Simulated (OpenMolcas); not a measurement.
# OpenMolcas run: Mg

Input:

```
&GATEWAY
Coord
1

Mg 0.0 0.0 0.0
Basis=ANO-RCC-VTZP
Group=XYZ
NoMove
AngMom=0.0 0.0 0.0
AMFI
&SEWARD
* reference wave functions (RASSCF and RASSI steps not shown): 2 electrons in 4 orbitals (3s 3p)
>>> COPY JOB001 $Project.JobIph
&CASPT2
Multistate=3 1 2 3
Frozen=0 0
IPEA=0.25
Imaginary=0.1
MaxIter=60
WThr=0.0 0.3 0.05
PrWF=0.5
NoMix
>>> COPY JOB002 $Project.JobIph
&CASPT2
Multistate=1 1
Frozen=0 0
IPEA=0.25
Imaginary=0.1
MaxIter=60
WThr=0.0 0.3 0.05
PrWF=0.5
NoMix
>>> COPY JOB003 $Project.JobIph
&CASPT2
Multistate=3 1 2 3
Frozen=0 0
IPEA=0.25
Imaginary=0.1
MaxIter=60
WThr=0.0 0.3 0.05
PrWF=0.5
NoMix
...
```

Output, cut to the results:

```
--- CASPT2 ---
Orbital specifications:
      -----------------------

      Symmetry species                           1   2
                                                ag  au
      Frozen orbitals                            0   0
      Inactive orbitals                          2   3
      Active orbitals                            1   3
      Secondary orbitals                        12  13
      Deleted orbitals                           0   0
      Number of basis functions                 15  19
Type of calculation                        MS-CASPT2
      Fock operator                              state-specific
      IPEA shift                                 0.25
      Real shift                                 0.00
      Imaginary shift                            0.10
      The input orbitals will be transformed to quasi-canonical
Reference energy:        -199.6889729442
      E2 (Non-variational):      -0.2435353579
      Shift correction:          -0.0000500562
      E2 (Variational):          -0.2435854141
      Total energy:            -199.9325583583
      Residual norm:              0.0000000451
      Reference weight:           0.97978
      Contributions to the CASPT2 correlation energy
      Active & Virtual Only:         -0.0032261428
      One Inactive Excited:          -0.0061374682
      Two Inactive Excited:          -0.2341717469
Reference energy:        -199.6889729442
      E2 (Non-variational):      -0.2435353579
      Shift correction:          -0.0000500562
      E2 (Variational):          -0.2435854141
      Total energy:            -199.9325583583
      Residual norm:              0.0000000451
      Reference weight:           0.97978
      Contributions to the CASPT2 correlation energy
      Active & Virtual Only:         -0.0032261428
      One Inactive Excited:          -0.0061374682
      Two Inactive Excited:          -0.2341717469
::    CASPT2 Root  1     Total energy:   -199.93255836
::    CASPT2 Root  2     Total energy:   -199.93255836
::    CASPT2 Root  3     Total energy:   -199.93255836
::    MS-CASPT2 Root  1     Total energy:   -199.93255836
::    MS-CASPT2 Root  2     Total energy:   -199.93255836
::    MS-CASPT2 Root  3     Total energy:   -199.93255836
--- CASPT2 ---
Orbital specifications:
      -----------------------

      Symmetry species                           1   2
                                                ag  au
      Frozen orbitals                            0   0
      Inactive orbitals                          2   3
      Active orbitals                            1   3
      Secondary orbitals                        12  13
      Deleted orbitals                           0   0
      Number of basis functions                 15  19
Type of calculation                        SS-CASPT2
      Fock operator                              state-specific
      IPEA shift                                 0.25
      Real shift                                 0.00
      Imaginary shift                            0.10
      The input orbitals will be transformed to quasi-canonical
Reference energy:        -199.9519508802
      E2 (Non-variational):      -0.2451203893
      Shift correction:          -0.0000270096
      E2 (Variational):          -0.2451473989
      Total energy:            -200.1970982792
      Residual norm:              0.0000001136
      Reference weight:           0.98131
      Contributions to the CASPT2 correlation energy
      Active & Virtual Only:         -0.0011799826
      One Inactive Excited:          -0.0099254472
      Two Inactive Excited:          -0.2340149596
::    CASPT2 Root  1     Total energy:   -200.19709828
--- CASPT2 ---
Orbital specifications:
      -----------------------

      Symmetry species                           1   2
                                                ag  au
      Frozen orbitals                            0   0
      Inactive orbitals                          2   3
      Active orbitals                            1   3
      Secondary orbitals                        12  13
      Deleted orbitals                           0   0
      Number of basis functions                 15  19
Type of calculation                        MS-CASPT2
      Fock operator                              state-specific
      IPEA shift                                 0.25
      Real shift                                 0.00
      Imaginary shift                            0.10
      The input orbitals will be transformed to quasi-canonical
Reference energy:        -199.8522321298
      E2 (Non-variational):      -0.2452037683
      Shift correction:          -0.0000706555
      E2 (Variational):          -0.2452744237
      Total energy:            -200.0975065535
      Residual norm:              0.0000002031
      Reference weight:           0.97889
      Contributions to the CASPT2 correlation energy
      Active & Virtual Only:         -0.0031002876
      One Inactive Excited:          -0.0081293939
      Two Inactive Excited:          -0.2339740867
Reference energy:        -199.8522321298
      E2 (Non-variational):      -0.2452037683
      Shift correction:          -0.0000706555
      E2 (Variational):          -0.2452744237
      Total energy:            -200.0975065535
      Residual norm:              0.0000002031
      Reference weight:           0.97889
      Contributions to the CASPT2 correlation energy
      Active & Virtual Only:         -0.0031002876
      One Inactive Excited:          -0.0081293939
      Two Inactive Excited:          -0.2339740867
::    CASPT2 Root  1     Total energy:   -200.09750655
::    CASPT2 Root  2     Total energy:   -200.09750655
::    CASPT2 Root  3     Total energy:   -200.09750655
::    MS-CASPT2 Root  1     Total energy:   -200.09750655
::    MS-CASPT2 Root  2     Total energy:   -200.09750655
::    MS-CASPT2 Root  3     Total energy:   -200.09750655
--- CASPT2 ---
Orbital specifications:
      -----------------------

...
```

Levels above the lowest, from the spin-orbit matrix with the single-state CASPT2 energies, averaged by term, on its diagonal:

| Configuration | Term | J | E (cm⁻¹) | Measured (cm⁻¹) | Term weight % |
| --- | --- | --- | --- | --- | --- |
| 3s² | ¹S | 0 | 0.0 | 0.0 | 100 |
| 3s 3p | ³P° | 0 | 21826 | 21850 | 100 |
| 3s 3p | ³P° | 1 | 21842 | 21870 | 100 |
| 3s 3p | ³P° | 2 | 21874 | 21911 | 100 |
| 3s 3p | ¹P° | 1 | 38570 | 35051 | 100 |

Against the 4 measured excited levels shown (NIST Handbook of Basic Atomic Spectroscopic Data) the mean absolute deviation is 900 cm-1; the largest miss in energy is 3s 3p ¹P°₁: computed 38570, measured 35051 cm⁻¹ (+10.0 %).

Computed and measured levels are paired by configuration, term and J; levels that our copy of the source lacks, or whose pairing is in doubt (as where it misses far off the trend of its configuration), stay unpaired and out of the deviations. Levels of configurations outside the active space are missing. The first state left out of the spin-orbit step lies near 62000 cm-1 above the lowest spin-free state of the reference (among the parities and spins computed), and the list stops at four fifths of that energy or lower.

The term weight is that of the spin-free term in the level, not the purity of its configuration. ° marks odd parity.
